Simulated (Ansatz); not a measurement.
All values below come from frozen-core CCSD(T)/cc-pVTZ // B3LYP-D3(BJ)/def2-TZVP (Ansatz, a first-principles code).

Ansatz 0.2 input:
```yaml
crystal:
  periodic: [false, false, false]
  atoms:
    - { symbol: C, position_ang: [1.0009, 0.183429, 0.733124] }
    - { symbol: C, position_ang: [0.244035, -0.202979, -0.403522] }
    - { symbol: C, position_ang: [-1.168515, -0.073764, -0.449341] }
    - { symbol: H, position_ang: [1.913742, 0.790041, 0.611961] }
    - { symbol: H, position_ang: [0.695713, -0.094694, 1.756462] }
    - { symbol: H, position_ang: [0.780069, -0.576941, -1.305442] }
    - { symbol: H, position_ang: [-1.656852, 0.366831, -1.334325] }
    - { symbol: H, position_ang: [-1.809089, -0.391926, 0.391083] }
basis:
  gaussian: { orbitals: cc-pVTZ }
correlation:
  method: ccsd_t
total_charge: 2
magnetization:
  spin_polarized: true
  initial_magnetization: 1
```

Output:

```
Functional definition: HF
905 factors; integrals over basis functions are off by at most 7.7e-4 eV
mean field evaluation 1: about -3142.2989 eV, gradient 2.5e1 eV
mean field evaluation 2: about -3142.3010 eV, gradient 2.5e1 eV
mean field evaluation 4: about -3146.4076 eV, gradient 3.0e0 eV
mean field evaluation 8: about -3146.6359 eV, gradient 1.3e-1 eV
mean field evaluation 16: about -3146.4071 eV, gradient 3.0e0 eV
mean field -3146.63615568 eV, -115.6367458548 hartree, gradient 1.6e-6 eV, S^2 0.771261; 0 other end points of the search recorded, 0 dependent functions left out
3 core orbitals not correlated
reference -3146.63615568 eV, -115.6367458548 hartree; 8, 7 occupied and 149, 150 virtual orbitals, 905 factors
second order -10.45963880 eV of doubles, -0.00000000 eV of singles
cycle   1  -11.26499144 eV  change   -8.1e-1 eV  update   7.8e-2
cycle   2  -11.61424992 eV  change   -3.5e-1 eV  update   2.8e-2
cycle   3  -11.68642815 eV  change   -7.2e-2 eV  update   1.9e-2
cycle   4  -11.68598556 eV  change    4.4e-4 eV  update   1.1e-2
cycle   5  -11.68682534 eV  change   -8.4e-4 eV  update   4.8e-3
cycle   6  -11.68876946 eV  change   -1.9e-3 eV  update   2.1e-3
cycle   7  -11.68900025 eV  change   -2.3e-4 eV  update   9.7e-4
cycle   8  -11.68922475 eV  change   -2.2e-4 eV  update   4.7e-4
cycle   9  -11.68927039 eV  change   -4.6e-5 eV  update   2.0e-4
cycle  10  -11.68922584 eV  change    4.5e-5 eV  update   8.6e-5
cycle  11  -11.68924849 eV  change   -2.3e-5 eV  update   3.6e-5
cycle  12  -11.68924370 eV  change    4.8e-6 eV  update   1.5e-5
perturbative correction -0.43026754 eV, -0.0158120405 hartree
Total energy: -3158.75566692 eV, -116.0821296779 hartree
```

Cost: very roughly 90 core-seconds.
